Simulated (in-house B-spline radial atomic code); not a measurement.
A fraction x of an electron is moved 3p → 4d in Br5+, starting from [Ar] 3d10 4s2 and keeping the highest spin. Level of theory: scalar-relativistic (X2C) BP86, spin-polarised, spherical fractional occupations, Fermi nucleus of rms radius 4.1629 fm; calculated with an all-electron radial atomic-structure program (B-spline basis).

| x | E(x) - E(0) (eV) | 3p down level (eV) | 4d up level (eV) |
| --- | --- | --- | --- |
| 0 | 0.0000 | -244.185 | - |
| 0.125 | 25.2877 | -246.291 | -43.278 |
| 0.25 | ? | ? | ? |
| 0.375 | 76.4029 | -250.474 | -44.548 |
| 0.5 | ? | ? | ? |
| 0.625 | 128.2562 | -254.611 | -45.703 |
| 0.75 | 154.4636 | -256.661 | -46.251 |
| 0.875 | 180.8591 | -258.700 | -46.783 |
| 1 | 207.4429 | -260.727 | -47.303 |

(1) What belongs in the row x = 0.25?

(2) What belongs in the row x = 0.5?

(3) Check Janak's theorem between x = 0.625 and 0.75.

Answers

(1) An energy change of 50.7543 eV; 3p down at -248.388 eV, 4d up at -43.931 eV.

(2) An energy change of 102.2364 eV; 3p down at -252.548 eV, 4d up at -45.137 eV.

(3) The slope of the energy is 209.66 eV; the orbital levels give 209.66 eV (ε of the receiving orbital less ε of the emptying one, averaged over the two points).
